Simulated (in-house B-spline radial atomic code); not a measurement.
## Ga⁺: [Ar] (3d3/2)4 (3d5/2)5 4s2 (6g7/2)1 (an excited or competing configuration)

Level of theory: Dirac-Hartree-Fock, average of the jj configuration, Fermi nucleus of rms radius 3.9973 fm; calculated with an all-electron radial atomic-structure program (B-spline basis).

Screening seen three ways: the hydrogenic charge with the same mean radius, Z_r = [3n² - l(l+1)]/(2<r>), the one with the same energy, Z_e = n√(-2ε), and Slater's rules. Values are occupation-weighted means over j.

| shell | electrons | ε (eV) | <r> (bohr) | Z_r | Z_e | Slater |
| --- | --- | --- | --- | --- | --- | --- |
| 1s | 2 | -10476 | 0.04858 | 30.88 | 27.75 | 30.70 |
| 2s | 2 | -1371.6 | 0.2167 | 27.69 | 20.08 | 26.85 |
| 2p | 6 | -1193.3 | 0.1905 | 26.25 | 18.73 | 26.85 |
| 3s | 2 | -207.32 | 0.6451 | 20.93 | 11.71 | 19.75 |
| 3p | 6 | -150.7 | 0.6717 | 18.61 | 9.98 | 19.75 |
| 3d | 9 | -59.846 | 0.7489 | 14.02 | 6.29 | 10.20 |
| 4s | 2 | -30.113 | 2.051 | 11.70 | 5.95 | 6.20 |
| 6g | 1 | -1.5119 | 21.99 | 2.00 | 2.00 | - |

The least bound orbital is 6g7/2 at -1.512 eV, and it is also the most diffuse (<r> = 21.99 bohr). The part-filled 3d shell lies below the filled 4s shell in orbital energy.

For the 1s electron the small component carries 1.26 % of the norm, the zero-frequency Breit interaction raises the level by 14.63 eV, self-energy by 7.524 eV, and vacuum polarisation lowers it by 0.7115 eV.
